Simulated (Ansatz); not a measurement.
I4Sn (`[I][Sn]([I])([I])[I]`). Charge 0, multiplicity 1. I, Sn: def2 effective core potential.

```csv
atom,x (Å),y (Å),z (Å)
I1,-2.633,0.402,-0.032
Sn2,0.000,0.000,0.000
I3,1.117,1.577,1.833
I4,0.502,-2.547,0.596
I5,1.014,0.568,-2.397
```

(1) List the harmonic frequencies (cm⁻¹, unscaled) at PBE0-D4/def2-TZVP in Ansatz. (An estimate is asked.)

(2) Is this a minimum?

(3) Give the ideal-gas thermochemistry at 298.15 K and 1 bar (rigid rotor, harmonic oscillator; point group Td, symmetry number 12).

(4) And at 400, 500, 600, 800 and 1000 K?

Results:

(1) Computed: 42, 42, 63, 63, 63, 153, 222, 222, 222.

(2) Yes, all 9 modes are real.

(3) Zero-point energy 6.5 kJ/mol; H(298) − E = 33.1 kJ/mol; entropy 447.4 J/(mol·K), of which translation 189.2, rotation 124.9, vibration 133.3; G(298) − E = -100.3 kJ/mol. Modes under 100 cm⁻¹ are hindered rotations or soft bends, so the harmonic entropy is rough.

(4) 
```json
{"T (K)": "400", "H − E (kJ/mol)": "43.9", "S (J/mol/K)": "478.6", "G − E (kJ/mol)": "-147.5"}
{"T (K)": "500", "H − E (kJ/mol)": "54.6", "S (J/mol/K)": "502.4", "G − E (kJ/mol)": "-196.6"}
{"T (K)": "600", "H − E (kJ/mol)": "65.3", "S (J/mol/K)": "521.9", "G − E (kJ/mol)": "-247.9"}
{"T (K)": "800", "H − E (kJ/mol)": "86.8", "S (J/mol/K)": "552.9", "G − E (kJ/mol)": "-355.5"}
{"T (K)": "1000", "H − E (kJ/mol)": "108.4", "S (J/mol/K)": "576.9", "G − E (kJ/mol)": "-468.5"}
```
